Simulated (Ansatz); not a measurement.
Energy profile

The step: GaNH₄ ([NH2][GaH2]) → GaNH₂ ([NH][GaH]) + H₂; bonds formed: H2–H4; bonds broken: Ga1–H2, N3–H4 (atoms numbered as in the saddle structure below).

Ga1  (-0.418, -0.679, 0.150)
H2  (1.377, -0.163, 0.647)
N3  (-0.235, 0.922, -0.535)
H4  (1.000, 0.542, 0.156)
H5  (-0.818, -2.083, 0.652)
H6  (-0.907, 1.462, -1.070)
(Å)

Electronic energies by CCSD(T) at an estimated basis limit (MP2 extrapolated from triple and quadruple zeta, plus CCSD(T) − MP2 in triple zeta), on PBE0-D4/def2-TZVP structures; GaNH$_{4}$, closed shell; no counterpoise correction. Program: Ansatz 0.2.0. Basis: def2-TZVPP and def2-QZVPP. Cores are frozen in the correlated methods. Filled d shells of the heavier atoms are correlated. The def2 sets are not built for correlating such inner shells, so the correlated values are less sure here. Extrapolation: Hartree–Fock as exp(−7.88 √X), correlation as X^−2.97.

**Question.** Give the profile in eV, counted from the start structure. (To be estimated.)

**Answer.** By the calculation:
```csv
point,eV
start structure,0.000
saddle,3.328
end structure,2.524
"separated: GaNH$_{2}$ (linked as [NH][GaH]; Ga1, N3, H5, H6; singlet) + H$_{2}$ (H2, H4; singlet)",2.564
```

No T1 diagnostic of these runs exceeds 0.025. The restricted Hartree–Fock reference is unstable towards an unrestricted one at one or more of these structures.

For scale, one of the runs: CCSD(T)/def2-TZVPP, 135 basis functions, launched by `ansatz run in.yaml --threads 2 --pin off --events-out ev --progress --plain --max-ram 4352MiB`. Hardware: 2 CPU threads of an Intel Xeon 6975P-C, shared host. Wall time 7 s; peak host memory 0.76 GiB.
